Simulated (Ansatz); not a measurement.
Pulling on the O3–H4 bond in FHOPb (SMILES [OH][Pb][F]) (multiplicity 1 held, fragments rigid). Energies count from the point at 0.966 Å.
Geometry at that point (charge 0, multiplicity 1):
```xyz
4

Pb     0.120     0.025     0.234
F     -0.299     1.353    -1.302
O     -0.753    -1.607    -0.731
H     -1.115    -1.371    -1.595
```

Signs of static correlation in def2-SVP, with CASSCF(4,3), from Ansatz (a program for electronic structure) runs.

```json
[
 {"R (Å)": "0.773", "T1 of restricted CCSD": "0.022", "⟨S²⟩ of UHF": "0.000", "largest double amplitude of restricted CCSD": "0.047", "weight of the CASSCF reference in MRCISD": "0.908", "CASSCF natural occupations": "2.00 1.99 0.01"},
 {"R (Å)": "0.869", "T1 of restricted CCSD": "0.022", "⟨S²⟩ of UHF": "0.000", "largest double amplitude of restricted CCSD": "0.046", "weight of the CASSCF reference in MRCISD": "0.907", "CASSCF natural occupations": "2.00 1.99 0.01"},
 {"R (Å)": "0.966", "T1 of restricted CCSD": "0.023", "⟨S²⟩ of UHF": "0.000", "largest double amplitude of restricted CCSD": "0.046", "weight of the CASSCF reference in MRCISD": "0.906", "CASSCF natural occupations": "2.00 1.98 0.02"},
 {"R (Å)": "1.063", "T1 of restricted CCSD": "0.024", "⟨S²⟩ of UHF": "0.000", "largest double amplitude of restricted CCSD": "0.045", "weight of the CASSCF reference in MRCISD": "0.905", "CASSCF natural occupations": "2.00 1.97 0.03"},
 {"R (Å)": "1.159", "T1 of restricted CCSD": "0.024", "⟨S²⟩ of UHF": "0.000", "largest double amplitude of restricted CCSD": "0.045", "weight of the CASSCF reference in MRCISD": "0.905", "CASSCF natural occupations": "2.00 1.96 0.04"},
 {"R (Å)": "1.304", "T1 of restricted CCSD": "0.026", "⟨S²⟩ of UHF": "0.000", "largest double amplitude of restricted CCSD": "0.050", "weight of the CASSCF reference in MRCISD": "0.904", "CASSCF natural occupations": "2.00 1.93 0.07"},
 {"R (Å)": "1.449", "T1 of restricted CCSD": "0.027", "⟨S²⟩ of UHF": "0.289", "largest double amplitude of restricted CCSD": "0.048", "weight of the CASSCF reference in MRCISD": "0.904", "CASSCF natural occupations": "2.00 1.88 0.12"},
 {"R (Å)": "1.691", "T1 of restricted CCSD": "0.030", "⟨S²⟩ of UHF": "0.723", "largest double amplitude of restricted CCSD": "?", "weight of the CASSCF reference in MRCISD": "0.904", "CASSCF natural occupations": "2.00 1.77 0.23"},
 {"R (Å)": "1.932", "T1 of restricted CCSD": "0.034", "⟨S²⟩ of UHF": "0.891", "largest double amplitude of restricted CCSD": "0.224", "weight of the CASSCF reference in MRCISD": "0.905", "CASSCF natural occupations": "2.00 1.62 0.38"},
 {"R (Å)": "2.222", "T1 of restricted CCSD": "0.040", "⟨S²⟩ of UHF": "0.968", "largest double amplitude of restricted CCSD": "?", "weight of the CASSCF reference in MRCISD": "0.905", "CASSCF natural occupations": "2.00 1.43 0.57"},
 {"R (Å)": "2.608", "T1 of restricted CCSD": "0.051", "⟨S²⟩ of UHF": "1.001", "largest double amplitude of restricted CCSD": "0.568", "weight of the CASSCF reference in MRCISD": "0.906", "CASSCF natural occupations": "2.00 1.24 0.76"},
 {"R (Å)": "3.091", "T1 of restricted CCSD": "0.065", "⟨S²⟩ of UHF": "1.011", "largest double amplitude of restricted CCSD": "0.704", "weight of the CASSCF reference in MRCISD": "0.906", "CASSCF natural occupations": "2.00 1.11 0.89"}
]
```

Q: Some entries are withheld; supply them.

A: 
- 1.691, largest double amplitude of restricted CCSD: 0.120
- 2.222, largest double amplitude of restricted CCSD: 0.400

Doubts at one or more of the structures used: active orbitals that take no part (SC-NEVPT2 on CASSCF(4,3)/def2-SVP); a restricted determinant that unrestricted orbitals would lower (R-CCSD(T)/def2-SVP); other coupled-cluster roots lie near (R-CCSD(T)/def2-SVP); T1 above 0.05 (R-CCSD(T)/def2-SVP, U-CCSD(T)/def2-SVP); a spin-contaminated determinant (U-CCSD(T)/def2-SVP).
